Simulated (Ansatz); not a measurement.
A nudged elastic band was laid between two geometries of FGeH3 (5 atoms, charge 0, multiplicity 1).

These are results of RKS PBE0/def2-SVP in Ansatz 0.2.0, not measurements.

```
movable images  : 7
climbing image  : yes
spring          : 5.0 eV/Å²
optimiser       : quadratic models (default)
start path      : through a guess of the saddle point
force threshold : 0.05 eV/Å
iteration limit : 60
end points      : relaxed
```

Initial state:

```xyz
5
Properties=species:S:1:pos:R:3
Ge 0.260 0.000 0.101
F 0.331 0.000 1.844
H 1.712 0.000 -0.398
H -0.493 1.274 -0.308
H -0.493 -1.274 -0.308
```

Final state:

```xyz
5
Properties=species:S:1:pos:R:3
Ge -0.016 0.000 -0.792
F 1.174 0.000 1.212
H 2.048 0.000 0.900
H -0.944 1.145 -0.195
H -0.944 -1.145 -0.195
```

(1) What changes between the two ends?

(2) Give the energies along the band, and the barrier.

(3) What is the geometry of the highest image?

(4) What are the harmonic wavenumbers there?

Results:

(1) Bonds broken: Ge1–F2, Ge1–H3. Bonds formed: F2–H3. FGeH3 becomes FH + GeH2.

(2) It converged. The highest image is number 5 of 0 to 8, 62.0 kcal/mol above the first end and 16.0 kcal/mol above the last; the last end lies 45.9 kcal/mol above the first. A vibrational analysis at the climbing image gives one clearly imaginary mode, 1304i cm⁻¹: a first-order saddle point. The orbitals stay closed-shell, which can raise the energy where a bond breaks towards radicals; this wasn't checked here.

```tsv
image	path coordinate (Å)	energy (kcal/mol)	Ge1–F2 (Å)	Ge1–H3 (Å)	F2–H3 (Å)
0	0.00	0.0	1.74	1.54	2.63
1	0.26	2.8	1.74	1.53	2.41
2	0.52	12.4	1.76	1.52	2.13
3	0.78	30.2	1.81	1.52	1.83
4	1.04	51.6	1.91	1.55	1.54
5	1.31	62.0	2.03	1.64	1.26
6	1.63	51.8	2.20	1.91	0.99
7	1.95	47.0	2.31	2.29	0.94
8	2.27	45.9	2.33	2.67	0.93
```

(3) 
```xyz
5
Properties=species:S:1:pos:R:3
Ge 0.199 0.000 -0.352
F 0.991 0.000 1.512
H 1.639 0.000 0.431
H -0.757 1.224 -0.330
H -0.757 -1.224 -0.330
```

(4) 1304i, 446, 524, 719, 721, 938, 1893, 2093, 2109 cm⁻¹.

Run time: 80 s on 1 thread of Arm Neoverse V1, with other jobs on the host, peak memory 0.12 GiB.
